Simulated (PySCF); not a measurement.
This script is equivalent to a calculation on Ag⁴²⁺ (silver, charge +42).

```python
from pyscf import gto, scf, dft, mp, cc
mol = gto.M(atom="Ag 0 0 0", charge=42, spin=1, symmetry="D2h",
            basis=gto.etbs([(0, 19, 17, 2.2), (1, 12, 22, 2.2), (2, 6, 87, 2.4), (3, 5, 130, 2.4), (4, 4, 200, 2.4)]),
            nucmod="G")
mf = scf.UHF(mol).sfx2c1e()
mf.irrep_nelec = {'Ag': (2, 2), 'B2u': (1, 0)}
mf.kernel()
```

**Question.** What total energy does it give?

**Answer.** -3019.12278 hartree (calculated).

**Question.** Which occupied shell lies highest, and where?

**Answer.** 2p α, at -6662.2 eV.

**Question.** What is ⟨S²⟩, and what would a pure spin state give?

**Answer.** 0.750, against 0.75.

Spin-orbit coupling, absent here, splits the open shell strongly.
